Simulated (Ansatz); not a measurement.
`[SeH][SiH2][TeH]` + HCl → `Cl[SiH2][SeH]` + H₂Te at 600 K and 1 bar (ligand exchange at the Si–Te bond).

Computed with Ansatz on PBE0-D4/def2-TZVP structures; ΔE is electronic, products minus reactants. CCSD(T)/CBS is the MP2 limit (def2-TZVPP, def2-QZVPP) plus CCSD(T) − MP2 in def2-TZVPP, frozen cores. This one scheme is used for every species. Elements past krypton have def2 core potentials. For Se, Te outer-core shells are correlated without core-valence functions, which leaves a few kJ/mol of doubt a bond. Scalar relativity is left out up to krypton. One conformer a species, not always the lowest.

```
           species  CCSD(T)/CBS energy (Eh)  H − E (kJ/mol)  S (J/(mol·K))
`[SeH][SiH2][TeH]`              -2959.95331           136.7          430.2
               HCl               -460.38127            35.4          207.2
   `Cl[SiH2][SeH]`              -3151.43476           114.1          387.9
              H₂Te               -268.91024            52.9          255.0
```

H − E and S are ideal-gas, rigid-rotor, harmonic terms from PBE0-D4/def2-TZVP, for one conformer and one mirror image of each species. 1 Eh = 2625.50 kJ/mol, R = 8.31446 J/(mol·K).

By hand: ΔE, ΔH, ΔS and ΔG.

ΔE = (-3151.43476) + (-268.91024) − (-2959.95331) − (-460.38127) = -0.01042 Eh = -27.4 kJ/mol. Δ(H − E) = 114.1 + 52.9 − 136.7 − 35.4 = -5.1, so ΔH = -32.5 kJ/mol. ΔS = 387.9 + 255.0 − 430.2 − 207.2 = 5.5 J/(mol·K). ΔG = -32.5 − 600 × (5.5)/1000 = -35.8 kJ/mol.

By hand: the equilibrium constant, and the temperature at which ΔG would vanish if ΔH and ΔS stayed fixed.

log₁₀ K = −ΔG/(RT ln 10) = 3.1. ΔH and −TΔS have one sign here, so there is no such temperature.

The number of gas molecules stays the same, so ΔS is small and ΔH decides. A doubt of 5 kJ/mol in ΔE shifts log₁₀ K by 0.4 here. Other conformers and mirror images would add mixing entropy, several J/(mol·K) or more a flexible species. These are equilibria of isolated gas molecules and say nothing of rates. Largest T1 diagnostic: 0.010 (customary marks: 0.02 for closed shells, 0.045 for open ones).

ΔS is within the doubt of such terms, so its sign, and with it that verdict, could turn.
